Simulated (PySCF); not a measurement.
Numbering as in the mapped SMILES `[F:1][GeH2:2][SiH2:3][SiH3:4]` (H(Xn): hydrogen on atom n).

Theoretical values (PySCF 2.14): shielding tensors at PBE/pcSseg-2 (GIAO), PBE0-D3(BJ)/def2-SVP structure. Isolated molecule, one averaged value for each set of equivalent atoms, non-relativistic Hamiltonian, one computed conformer.

Referencing at the same level of theory: ¹H (σ = 31.18 ppm), ²⁹Si (σ = 323.43 ppm) against TMS; ¹⁹F (σ = 142.93 ppm) against CFCl3; ⁷³Ge (σ = 1269.89 ppm) against GeMe4.

| atoms | nucleus | count | δ (ppm) |
| --- | --- | --- | --- |
| H(Ge2) | ¹H | 2 | 6.16 |
| Ge2 | ⁷³Ge | 1 | 13 |
| H(Si4) | ¹H | 3 | 3.83 |
| F1 | ¹⁹F | 1 | ? |
| Si4 | ²⁹Si | 1 | ? |
| H(Si3) | ¹H | 2 | 3.88 |
| Si3 | ²⁹Si | 1 | -108.4 |

Complete the table.

Answers


- F1: -284.7 ppm, fluorine bonded to Ge
- Si4: -115.5 ppm, silicon bonded to Si, 3 H

Relativistic effects, spin–orbit coupling among them, are left out; they matter for Ge and for the light atoms bonded to it. Unscaled 19F shifts against computed CFCl3 carry errors that often reach 10 to 50 ppm.
